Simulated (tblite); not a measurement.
Here is a computed GFN2-xTB geometry (Å):
```
atom  x, y, z in Å
C1    -2.623    0.826    0.040
C2    -1.699    0.049    0.973
Si3   -0.805   -1.399    0.121
C4     0.367   -0.712   -1.229
C5     1.376    0.228   -0.660
Si6    2.881   -0.432    0.278
C7     1.210    1.535   -0.781
F8     2.091    2.410   -0.240
H9    -2.066    1.244   -0.794
H10   -3.107    1.646    0.568
H11   -3.398    0.176   -0.361
H12   -2.283   -0.326    1.815
H13   -0.961    0.735    1.392
H14   -1.776   -2.285   -0.536
H15   -0.027   -2.152    1.112
H16   -0.224   -0.213   -2.000
H17    0.879   -1.549   -1.704
H18    2.917   -1.884    0.078
H19    2.736   -0.118    1.701
H20    4.092    0.183   -0.265
H21    0.408    2.054   -1.291
```

Neutral, closed shell.

Read off the bonds between heavy atoms and their formal orders.

C1–C2 1.53 Å (single); C2–Si3 1.90 Å (single); Si3–C4 1.92 Å (single); C4–C5 1.49 Å (single); C5–Si6 1.89 Å (single); C5–C7 1.32 Å (double); C7–F8 1.35 Å (single). Bonds to hydrogen (Å): C1–H9 1.09; C1–H10 1.09; C1–H11 1.09; C2–H12 1.09; C2–H13 1.09; Si3–H14 1.47; Si3–H15 1.47; C4–H16 1.09; C4–H17 1.09; Si6–H18 1.47; Si6–H19 1.46; Si6–H20 1.46; C7–H21 1.08.

Give the structure as a SMILES string.

`CC[SiH2]C/C([SiH3])=C/F`, C5H13FSi2. Among its features: C=C double bond, C–F bond, Si–H bond and C–Si bond.

Name the point group.

C1 (no symmetry element, even within 0.4 Å).

Classify the heavy atoms.

C1: methyl carbon; C2: sp3 carbon bound to silicon; Si3: SiH2 silicon; C4: sp3 carbon bound to silicon; C5: fully substituted alkene carbon; Si6: SiH3 silicon; C7: vinylic C–F carbon; F8: vinyl fluorine.

What is the arrangement about C2?

It has 4 neighbours (C1, Si3, H12, H13) and is distorted tetrahedral (angles from 106.4° to 113.5°).

What is the arrangement about C7?

It has 3 neighbours (C5, F8, H21) and is planar (angles 127.5°, 121.4° and 111.1°, sum 360.0°, 0.00 Å off the plane of its three neighbours).
